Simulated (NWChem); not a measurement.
# Atomisation of C$_{2}$HBr$_{2}$F

```
C
C 1 1.3381
F 2 1.3283 1 122.43
H 2 1.0930 3 114.26 1 180.00
Br 1 1.8851 2 121.73 4 180.00
Br 1 1.8914 2 120.17 4 0.00
```
Charge 0, spin multiplicity 1.

The numbers come from NWChem runs, not from measurements. Structure: optimised with B3LYP/def2-SVP, held to Cs symmetry and with no frequency check, so it may be a saddle point.

Basis set: def2-TZVP. The atomisation energy is electronic alone: no zero-point, thermal, spin-orbit or counterpoise terms. No value is extrapolated to the basis-set limit. Free atoms are single determinants with multiplicities F 2, C 3, Br 2, H 2.

The Hamiltonian is non-relativistic. B3LYP has NWChem's definition, with VWN1-RPA local correlation. The structure started from a generated list of species. The stability of the SCF solutions was not checked. Open-shell Hartree-Fock references start from PBE0 orbitals.

One of these methods gave an atomisation energy of 323.9 kcal/mol. Which?
(A) HF
(B) TPSS
(C) BHandHLYP
(D) PBE0

A, HF. The others give 505.6 (PBE0), 462.1 (BHandHLYP), 503.7 (TPSS).
